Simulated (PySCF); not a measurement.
System: CH6NSi, net charge 0, doublet state. It need not be the lowest isomer of its formula. SMILES: C[SiH2][NH]
Coordinates optimised at B3LYP-D3(BJ)/def2-TZVP (Ansatz):
```
Si
N 1 1.7564
H 2 1.0231 1 113.09
H 1 1.4898 2 108.81 3 58.66
H 1 1.4898 4 107.91 2 117.90
C 1 1.8632 4 110.76 5 121.39
H 6 1.0916 1 110.64 4 60.31
H 6 1.0916 7 108.03 1 -121.24
H 6 1.0921 7 108.22 8 -116.96
```
Charge 0, spin multiplicity 2.

Dispersion corrections to the total energy (kcal/mol) from the dftd3 and dftd4 libraries through PySCF: D3(BJ) without and D4 with the three-body term, each with the damping fitted for the functional named.

| functional | D3(BJ) | D4 |
|---|---|---|
| r2SCAN | -0.94 | -0.76 |
| CAM-B3LYP | -2.70 | … |
| HSE06 | -2.25 | -2.46 |
| TPSSh | -4.02 | … |
| BLYP | -7.52 | -7.13 |
| HF | … | -11.84 |
| TPSS | -4.39 | -4.30 |

Q: Fill in the missing entries.

A: 
- CAM-B3LYP, D4: -2.66
- TPSSh, D4: -3.89
- HF, D3(BJ): -29.87
